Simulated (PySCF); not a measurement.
# Working out the ionisation energy of Fe⁺

Fe⁺ [Ar] 3d6 4s1 (6D) → Fe²⁺ [Ar] 3d6 (5D). Computed with PySCF 2.14 in ANO-RCC-VTZP, with scalar relativity by spin-free X2C-1e. Frozen: [Ar]. Energies in hartree (1 hartree = 27.21139 eV):

| part | Fe⁺ (lower) | Fe²⁺ (upper) |
| --- | --- | --- |
| UHF | -1271.110205 | -1270.546510 |
| CCSD correlation | -0.145421 | -0.126522 |
| (T) | -0.002784 | -0.001740 |

Problem. What does Hartree-Fock give?

Solution. (-1270.546510) − (-1271.110205) = 0.563695 hartree = 15.339 eV.

Problem. What do CCSD and CCSD(T) give?

Solution. The CCSD correlation energies differ by 0.018899 hartree = 0.514 eV and the triples by 0.001044 hartree = 0.028 eV, so CCSD gives 15.853 eV and CCSD(T) 15.881 eV.

A first-order spin-orbit estimate adds -0.001 eV to CCSD(T) (valence), giving 15.880 eV against 16.199 eV (measured; NIST Atomic Spectra Database, ionization energies).

What remains against the reference includes basis incompleteness, the frozen core and higher excitations.
